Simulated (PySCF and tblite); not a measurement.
Values are calculated unless marked as measured or tabulated.
System: C6H9N, numbered as in [CH:1]#[C:2][C@@H:3]1[CH2:4][C@H:5]([CH3:6])[NH:7]1.

The path came from a restrained scan, a climbing-image band and a saddle search at GFN2-xTB; energies are PBE0/pcSseg-1 + D3(BJ)//GFN2-xTB, thermal terms GFN2-xTB. Rate constants are transition-state-theory values, counting equivalent paths, without tunnelling. (PySCF 2.14 with density fitting, tblite 0.8.)

**Question.** What barrier does the pyramidal inversion at N7 meet, and how fast is it at 298 K?

**Answer.** The electronic barrier is 5.0 kcal/mol and ΔG‡(298 K) 3.8 kcal/mol, over a C1 saddle with an imaginary mode of 577i cm⁻¹ (GFN2-xTB). With 1 equivalent path, k is 1×10¹⁰ s⁻¹, a mean lifetime of the start of 96 ps against this motion. The end lies 0.1 kcal/mol below the start in free energy.
